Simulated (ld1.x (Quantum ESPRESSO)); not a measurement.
Building the ultrasoft potential for N (Z = 7) (PBE, scalar-relativistic).

N, ultrasoft, made with ld1.x (Quantum ESPRESSO) 7.5 (PBE, scalar-relativistic). Core [He], reference 2s1.75 2p3.25. Waves: 2s (bound): rcut 1.00, rcutus 1.20 bohr; 2s channel at 0.45 Ry: rcut 1.00, rcutus 1.20 bohr; 2p (bound): rcut 1.25, rcutus 1.75 bohr; 2p channel at 3.6 Ry: rcut 1.25, rcutus 1.75 bohr; 3d channel at 0.2 Ry: rcut 1.30, rcutus 1.70 bohr; 3d channel at 2.55 Ry: rcut 1.30, rcutus 1.70 bohr. Local part: all-electron potential smoothed inside 1.65 bohr (lloc = -1). Core correction: a·sin(br)/r model core, default radius (core density twice the valence density). Augmentation charge: built from norm-conserving waves at rcut, not smoothed further.

All-electron outer shells of the reference configuration (PBE, scalar-relativistic, ld1.x):

| shell | level (eV) | outermost node (bohr) | outermost maximum (bohr) |
| --- | --- | --- | --- |
| 1s | -384.93 | – | 0.15 |
| 2s | -18.70 | 0.32 | 1.02 |
| 2p | -7.20 | – | 0.98 |

Calculated quality:

| Item | Value |
| --- | --- |
| Largest excitation error | -350 meV (all-electron minus pseudo) for 2s2 2p1, out of 7 test configurations |
| Lowest eigenvalue of the overlap operator | 0.49 (s channel) |

A Bessel basis up to 400 Ry misses an occupied level by 0.27 Ry, so cutoffs and ghosts were not judged.

Generation and tests took about 1.2 s on one core of a shared server CPU.
